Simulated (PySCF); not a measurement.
Excitations are Tamm–Dancoff values on a coarser integration grid. The basis has no diffuse functions, so Rydberg states are missing or too high.

H$_{4}$S$_{4}$Sn, SMILES `[SH][Sn]([SH])([SH])[SH]` (charge 0, multiplicity 1)

Calculation: TPSSh-D3(BJ)/def2-TZVP // B3LYP-D3(BJ)/def2-SVP (PySCF 2.14.0).

The HOMO comes out as -7.06 eV and the dipole moment comes out as 0.00 D. The HOMO–LUMO gap is 4.26 eV, the LUMO is -2.80 eV and the S1 excitation (TDA) comes out as 3.87 eV. The S1 oscillator strength is 0.014 and the brightest of the four lowest singlets (TDA) comes out as 4.13 eV. The T1 excitation (TDA) comes out as 3.49 eV, the S1–T1 gap (TDA) is 0.37 eV and the total energy is -1809.6606 Ha. The cost comes out as very roughly 12 core-minutes.

```xyz
9

S     -1.1267     1.1322    -1.8373
Sn    -0.0005     0.0000     0.0003
S      1.1268     1.7419     1.2739
S      1.4190    -1.6932    -1.0220
S     -1.4206    -1.1808     1.5865
H     -1.4789     2.1800    -1.0541
H      1.2959     0.9323     2.3469
H      1.7607    -0.8753    -2.0465
H     -1.5757    -2.2370     0.7523
```
Charge 0, spin multiplicity 1.
